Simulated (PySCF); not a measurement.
PBE0 on Li⁻ (lithium, charge -1), [He] 2s2, closed-shell 1S. Calculation: PySCF 2.14, in aug-cc-pVDZ-DK (4s3p2d, 23 functions); the spin-free X2C one-electron Hamiltonian (Gaussian nucleus).

```
cycle= 1 E= -7.48492759096247  delta_E= -0.000716  |g|= 0.003  |ddm|= 0.188
cycle= 2 E= -7.4849627416993  delta_E= -3.52e-05  |g|= 0.000588  |ddm|= 0.0502
cycle= 3 E= -7.4849657306061  delta_E= -2.99e-06  |g|= 0.000129  |ddm|= 0.0106
cycle= 4 E= -7.48496580230494  delta_E= -7.17e-08  |g|= 2.65e-06  |ddm|= 0.00391
cycle= 5 E= -7.48496580236276  delta_E= -5.78e-11  |g|= 3.3e-09  |ddm|= 7.63e-05
converged SCF energy = -7.48496580236276  <S^2> = -7.1054274e-15  2S+1 = 1
```

Highest occupied orbital energy: 0.478 eV; ⟨L²⟩ = 0.00; populations by l: s 4.00, p 0.00, d 0.00.

Question: Can this result be used?

Answer: With care. Self-consistency was reached. At PBE0 the highest occupied level has a positive energy, so only the finite basis holds that electron; in a semilocal or global hybrid functional this comes from self-interaction and does not mean that the real anion is unbound.
